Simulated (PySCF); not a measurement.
Computed properties of InHI2, SMILES [I][InH][I]

InHI₂, SMILES [InH]([I])[I]. Geometry: r2SCAN-D4/def2-SVP. The def2 effective core potentials stand for the cores of I, In; spin–orbit coupling is left out. The values are those of a single conformer. All values are computed for the isolated molecule unless a solvent is named; none is compared with measurement here.

**Structure.** The optimised structure has C2v symmetry. All 6 harmonic modes at r2SCAN-D4/def2-SVP (PySCF) are real, so it is a minimum. With heavy atoms numbered as in [InH:1]([I:3])[I:4], the shortest bond between them is In1–I3 at 2.673 Å and the longest In1–I4 at 2.673 Å.

**Vibrations.** The strongest infrared lines (harmonic, unscaled, degenerate partners summed) lie at 466 cm⁻¹ (145 km/mol, H 99 %), 1825 cm⁻¹ (143 km/mol, H 99 %), 220 cm⁻¹ (51 km/mol, In 61 %, I 39 %). The softest mode is at 54 cm⁻¹ and the zero-point energy is 4.4 kcal/mol.

**Electronic structure.** r2SCAN/def2-TZVPD (PySCF) places the frontier levels at -6.81 and -2.83 eV, a gap of 3.98 eV, and gives a dipole moment of 1.59 D and a mean polarisability of 116.1 bohr³.

**Excitations.** TDDFT-ωB97X/def2-SVPD (PySCF) has S1 at 4.67 eV (265 nm, f = 0.029, weak); the most intense of the 10 singlets computed lies at 5.15 eV (f = 0.04). T1 (TDA) is at 4.25 eV. No vertical singlet excitation falls in the visible range (under 3.1 eV).
